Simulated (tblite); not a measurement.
Species: C6H8O2S.
Atom-mapped SMILES: `[O:1]=[CH:2][O:3]/[CH:4]=[C:5]1/[CH2:6][CH2:7][CH2:8][S:9]1` (hydrogens: H10 on C2; H11 on C4; H12, H13 on C6; H14, H15 on C7; H16, H17 on C8)

The geometry is computed with GFN2-xTB (gas phase).

Problem. What internal coordinates does the optimisation give?

Solution. 
| bond | length (Å) | order |
| --- | --- | --- |
| O1=C2 | 1.197 | double |
| C2–O3 | 1.324 | single |
| O3–C4 | 1.383 | single |
| C4=C5 | 1.331 | double |
| C5–C6 | 1.501 | single |
| C6–C7 | 1.526 | single |
| C7–C8 | 1.519 | single |
| C8–S9 | 1.832 | single |
| C5–S9 | 1.755 | single |
| C2–H10 | 1.102 | single |
| C4–H11 | 1.081 | single |
| C6–H12, C6–H13 | 1.092 | single |
| C7–H14, C7–H15 | 1.091 | single |
| C8–H16, C8–H17 | 1.089 | single |

Bonds in one row agree within 0.01 Å and their mean is given. Orders are formal, as drawn. A selection of angles:
| angle | degrees |
| --- | --- |
| O1–C2–O3 | 127.0 |
| O1–C2–H10 | 124.6 |
| O3–C2–H10 | 108.3 |
| C2–O3–C4 | 118.3 |
| O3–C4–C5 | 121.2 |
| O3–C4–H11 | 115.5 |
| C5–C4–H11 | 123.3 |
| C4–C5–C6 | 124.9 |
| C4–C5–S9 | 123.4 |
| C6–C5–S9 | 111.7 |
| C5–C6–C7 | 106.2 |
| C5–C6–H12 | 111.0 |
| C5–C6–H13 | 109.0 |
| C7–C6–H12 | 112.4 |
| C7–C6–H13 | 109.8 |
| H12–C6–H13 | 108.3 |
| C6–C7–C8 | 105.9 |
| C6–C7–H14 | 111.8 |
| C6–C7–H15 | 109.6 |
| C8–C7–H14 | 111.0 |
| C8–C7–H15 | 109.7 |
| H14–C7–H15 | 108.7 |
| C7–C8–S9 | 105.4 |
| C7–C8–H16 | 111.9 |
| C7–C8–H17 | 113.5 |
| S9–C8–H16 | 107.9 |
| H16–C8–H17 | 109.5 |
| C5–S9–C8 | 92.5 |

Dihedral angles: O1–C2–O3–C4 0° (synperiplanar); C2–O3–C4–C5 179° (antiperiplanar); O3–C4–C5–C6 179° (antiperiplanar); C4–C5–C6–C7 154° (antiperiplanar); C5–C6–C7–C8 43° (synclinal); C6–C7–C8–S9 -42° (synclinal); C7–C8–S9–C5 24° (synperiplanar); C4–C5–S9–C8 -179° (antiperiplanar). The mirror-image conformer, all signs reversed, is as good.

S9 (sulfide sulfur) is bent (angle 92.5°). The 3 C–O bonds span 1.197 Å (O1=C2, drawn double) to 1.383 Å (O3–C4, drawn single), a spread of 0.186 Å. Of the pairs four or more bonds apart, O1···H11 is among the closest relative to their van der Waals radii: 2.35 Å, 87 % of the sum of Bondi's values. The C–C distances run from 1.331 Å (C4=C5, drawn double) to 1.526 Å (C6–C7, drawn single), a spread of 0.195 Å. The 5-membered ring C5–C6–C7–C8–S9 has internal angles of 92.5° to 111.7°; it is puckered, 0.19 Å rms from its mean plane, widest ring torsion 43°. The 2 C–S bonds span 1.755 Å (C5–S9, drawn single) to 1.832 Å (C8–S9, drawn single), a spread of 0.077 Å.

Point group: C1 (no symmetry element, even within 0.4 Å). Its GFN2-xTB frequencies are all real (lowest 43 cm⁻¹). The numbers are those of one conformer.
